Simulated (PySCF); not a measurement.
## Vibration and rotation of AsH

UHF-CCSD(T) constants of AsH, ³Σ⁻ (triplet), unpaired electrons π ↑↑ (As cc-pVTZ-PP with ECP10, H cc-pVTZ; scalar-relativistic core potentials (PySCF 2.14); masses 74.9216 and 1.0078 u):

* ωe: 2197.9 cm⁻¹
* ωexe: 42.4 cm⁻¹
* Be: 7.3467 cm⁻¹
* αe: 0.213 cm⁻¹
* De to As + H: 2.83 eV

Q: What force constant and bond length do these constants imply?

A: Reduced mass μred = 0.99445 u; k = 5.8918×10⁻⁷·μred·ωe² (u, cm⁻¹, mdyn/Å) = 2.83 mdyn/Å; Re = √(16.8576/(μred·Be)) (u, cm⁻¹, Å) = 1.519 Å.

Q: Estimate the centrifugal constant D from the Kratzer relation and find the Dunham coefficient a1.

A: D = 4Be³/ωe² = 0.000328 cm⁻¹; a1 = −1 − αeωe/(6Be²) = -2.45.

Correlated steps freeze 4 core orbitals. Spin–orbit coupling is left out. The state was picked by a PBE0 search and need not be the measured ground state.
